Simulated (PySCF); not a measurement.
From one molecule to another.

First species: C7H13NSi2.
Bonds: Si1–C2, C2–C3, C3–Si4, Si4–C5, C5–C6 (aromatic), C6–C7 (aromatic), C7–C8 (aromatic), C8–C9 (aromatic), C9–N10 (aromatic), C5–N10 (aromatic). Hydrogens: H11, H12, H13 on Si1; H14, H15 on C2; H16, H17 on C3; H18, H19 on Si4; H20 on C6; H21 on C7; H22 on C8; H23 on C9.

Second species: C8H14O.
InChI=1S/C8H14O/c1-4-7(2)8(3)5-6-9/h6H,4-5H2,1-3H3/b8-7+

Levels: PBE0/pcSseg-1 for dipole moment, HOMO energy, LUMO energy and HOMO–LUMO gap; GFN2-xTB for rotational constant A and rotational constant C. Geometries: GFN2-xTB. All species are isolated and taken at one optimised geometry, non-relativistic unless stated; the electronic structure was computed with PySCF and density fitting.

The conformers computed, where there is a choice (atom-mapped SMILES and torsion angles):
- `[SiH3:1][CH2:2][CH2:3][SiH2:4][c:5]1[cH:6][cH:7][cH:8][cH:9][n:10]1`: Si1–C2–C3–Si4 178°, C2–C3–Si4–C5 -173°, C3–Si4–C5–C6 -179°
- `[CH3:1][CH2:2]/[C:3]([CH3:4])=[C:5](\[CH3:6])[CH2:7][CH:8]=[O:9]`: C1–C2–C3–C4 85°, C3–C5–C7–C8 -96°, C5–C7–C8–O9 -100°

Values for the first species:

```
Dipole moment         : 2.38 D
HOMO energy           : -7.14 eV
LUMO energy           : -0.92 eV
HOMO–LUMO gap         : 6.22 eV
Rotational constant A : 2.810 GHz
Rotational constant C : 0.323 GHz
```

Problem. Estimate the same properties for the second species, and the change in each.

Solution. 
```json
{"property": "dipole moment", "first": "2.38 D", "second": "3.11 D", "second less first": "+0.73 D"}
{"property": "HOMO energy", "first": "-7.14 eV", "second": "-6.59 eV", "second less first": "+0.55 eV"}
{"property": "LUMO energy", "first": "-0.92 eV", "second": "-0.68 eV", "second less first": "+0.24 eV"}
{"property": "HOMO–LUMO gap", "first": "6.22 eV", "second": "5.91 eV", "second less first": "-0.31 eV"}
{"property": "rotational constant A", "first": "2.810 GHz", "second": "2.452 GHz", "second less first": "-0.358 GHz"}
{"property": "rotational constant C", "first": "0.323 GHz", "second": "0.863 GHz", "second less first": "+0.540 GHz"}
```

On the first: The dipole matches unit charges of opposite sign 0.49 Å apart (1 e·Å = 4.8032 D).

On the second: In atomic units the dipole is 1.23 e·bohr (1 au = 2.5417 D). A dipole of 3.11 D is allowed in C1, and pure rotational transitions are dipole-allowed.
